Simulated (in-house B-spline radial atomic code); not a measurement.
Atomic self-consistent-field run: V XXI (V20+). Method: non-relativistic TPSS, spin-polarised, spherical fractional occupations, point nucleus. Calculated with an all-electron radial atomic-structure program (B-spline basis).

Command:
```bash
python run_scf.py task.json out
```
Settings:
```
Z                23
configuration    [He] 2s1
hamiltonian      nr
method           tpss,tpss
spin_polarised   True
```

Output (hartree, bohr):
```
 radial grid: 36 intervals, B-splines of order 8, outer radius 1.9324 bohr

 iter        energy (Eh)    residual
    1        -572.067727    5.66e-02
    2        -572.068608    6.34e-04
    3        -572.068608    3.19e-04
    4        -572.068608    1.61e-04
    5        -572.068608    2.48e-06
    6        -572.068608    5.48e-08

 total energy                      -572.06861
 kinetic                             572.0111
 electron-nucleus                  -1166.7797
 Hartree                              39.0421
 exchange-correlation                -16.3421

 orbital      occ     eigenvalue          <r>       <r^2>       <1/r>       r_max
 1s up      1.000      -241.1008     0.066409  0.00589972     22.6711     0.04397
 1s down    1.000      -240.8878    0.0664245  0.00590001      22.661       0.044
 2s up      1.000       -56.0905     0.275621   0.0886206     5.39746      0.2389
```

Time taken, with all properties: 0.06 s on 1 thread of Intel(R) Xeon(R) Platinum 8375C CPU @ 2.90GHz, on a shared host.
